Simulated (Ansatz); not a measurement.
Job for Ansatz (a quantum-chemistry and plane-wave program): R-CCSD(T)/def2-SVP on FHOTe (SMILES O[Te]F), a point of a torsion scan. Elements past Kr take the def2 small-core potentials; no spin–orbit coupling. The run froze 11 orbitals, filled d shells among them.

Ansatz 0.2 input:
```yaml
crystal:
  periodic: [false, false, false]
  atoms:
    - {symbol: O, position_ang: [-1.03085613, 0.19580471, 0.37019549]}
    - {symbol: Te, position_ang: [0.60788452, 1.00798775, -0.27077090]}
    - {symbol: F, position_ang: [1.75221446, -0.13599986, 0.88160782]}
    - {symbol: H, position_ang: [-1.29056794, -0.56409014, -0.15631069]}
basis:
  gaussian:
    orbitals: def2-SVP
magnetization: {spin_polarized: false}
correlation: {method: ccsd_t, electrons: outside_noble_gas}
scf: {lower_state_search: off}
```

The log:

```
WARN ansatz: RAYON_NUM_THREADS=1 ignored (pool sized by the plan → 1); use --threads N
Functional definition: HF
these checks for a lower state are left out or cut short: stability, starts, cluster_reference, orbital_swaps, neighbouring_geometries, increment
integrals: 0.03 GiB planned
640 factors; integrals over basis functions are off by at most 5.3e-4 eV
mean field: 0.13 GiB planned
mean field evaluation 1: about -12016.1564 eV, gradient 3.8e1 eV
mean field evaluation 2: about -12016.2854 eV, gradient 3.8e1 eV
mean field evaluation 4: about -12018.9977 eV, gradient 2.2e0 eV
mean field evaluation 8: about -12019.0244 eV, gradient 3.1e-1 eV
mean field -12019.02486905 eV, -441.6910171498 hartree, gradient 1.9e-6 eV, S^2 0.000000; 0 other end points of the search recorded, 0 dependent functions left out
11 core orbitals not correlated
reference -12019.02486905 eV, -441.6910171498 hartree; 10, 10 occupied and 38, 38 virtual orbitals, 640 factors
second order -13.02201165 eV of doubles, -0.00000000 eV of singles
coupled cluster: 0.10 GiB planned
cycle   1  -12.94162909 eV  change    8.0e-2 eV  update   1.1e-1
cycle   2  -13.29067519 eV  change   -3.5e-1 eV  update   3.7e-2
cycle   3  -13.40986708 eV  change   -1.2e-1 eV  update   2.1e-2
cycle   4  -13.40414002 eV  change    5.7e-3 eV  update   6.0e-3
cycle   5  -13.40025022 eV  change    3.9e-3 eV  update   3.1e-3
cycle   6  -13.40130704 eV  change   -1.1e-3 eV  update   1.2e-3
cycle   7  -13.40113941 eV  change    1.7e-4 eV  update   4.7e-4
cycle   8  -13.40087553 eV  change    2.6e-4 eV  update   2.2e-4
cycle   9  -13.40094139 eV  change   -6.6e-5 eV  update   1.0e-4
cycle  10  -13.40099595 eV  change   -5.5e-5 eV  update   4.7e-5
cycle  11  -13.40097796 eV  change    1.8e-5 eV  update   2.7e-5
cycle  12  -13.40099348 eV  change   -1.6e-5 eV  update   1.5e-5
perturbative correction -0.31268002 eV, -0.0114907787 hartree
Total energy: -12032.73854254 eV, -442.1949853554 hartree
Checks for a lower state left out: stability, starts, cluster_reference, orbital_swaps, neighbouring_geometries, increment
```

The run converged.

Cost: about 1.4 core-seconds (a rough figure).
